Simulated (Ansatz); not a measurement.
Reaction (redistribution): `[SiH3][Se]BCl` + `BCC#C` → `BCBCl` + `C#C[Se][SiH3]`

Calculated with Ansatz (gas phase, PBE0-D4/def2-TZVP geometries, no zero-point term in ΔE). CBS: MP2 limit from def2 TZ/QZ plus the TZ coupled-cluster correction, frozen cores. Functionals use def2-TZVPP. For Se outer-core shells are correlated without core-valence functions, which leaves a few kJ/mol of doubt a bond. Scalar relativity is left out up to krypton. One conformer a species, not always the lowest.

```csv
level,ΔE (kcal/mol)
ωB97X-V,15.2
MP2/def2-TZVPP,15.0
```

**Question.** What does CCSD(T)/CBS give? (An estimate is asked.)

**Answer.** The calculation gave: +16.0 kcal/mol. The listed levels differ from it by -0.8, -1.0 kcal/mol.

Largest T1 diagnostic among the species: 0.012.

In def2-TZVPP, CCSD(T) changes the Hartree–Fock value by −1.5 kcal/mol (the triples alone add −0.2 kcal/mol) and MP2 by −1.5 kcal/mol.
